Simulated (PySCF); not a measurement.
Several compounds and their computed core spectra got separated.

Method used: delta-SCF UKS SCAN, pcX-2 on the ionised atom, pcseg-1 elsewhere, spin-free X2C in PySCF 2.14.0. Geometries: PBE0-D3(BJ)/def2-SVP; isolated species, one conformer each.

Line lists (1s up to Mg, 2p3/2 beyond; areas count atoms within a level, one atom standing for each set equivalent by bonding):
1. C 1s: 285.75 (area 1), 288.11 (area 1), 288.19 (area 1) eV; O 1s: 530.85 eV; F 1s: 688.83 eV
2. C 1s: 290.41 (area 1), 290.57 (area 1), 290.60 (area 1), 291.87 (area 1), 292.11 (area 1) eV; O 1s: 538.28 eV
3. B 1s: 195.64 eV; C 1s: 290.18 eV

Structures:
A. `CCCCOC`
B. `C(/C(=O)[O-])=C\F`
C. `B1C=CBC=C1`

Q: Match each list to its structure.

A: 
- 1 = B: no other candidate has this set of levels. C 1s: 285.75 alkene CH carbon, 288.11 vinylic C–F carbon, 288.19 carboxylate carbon; O 1s: 530.85 carboxylate oxygen (×2); F 1s: 688.83 vinyl fluorine.
- 2 = A: no other candidate has this set of levels. C 1s: 290.41 chain CH2 carbon, 290.57 methyl carbon, 290.60 chain CH2 carbon, 291.87 sp3 carbon bound to oxygen, 292.11 methoxy carbon; O 1s: 538.28 ether oxygen.
- 3 = C: no other candidate has this set of levels. B 1s: 195.64 ring boron (×2); C 1s: 290.18 unsaturated ring CH carbon (×4).

1 of these hole states is spin-contaminated (⟨S²⟩ 0.85, against 0.75; counted from 0.85) and less certain.
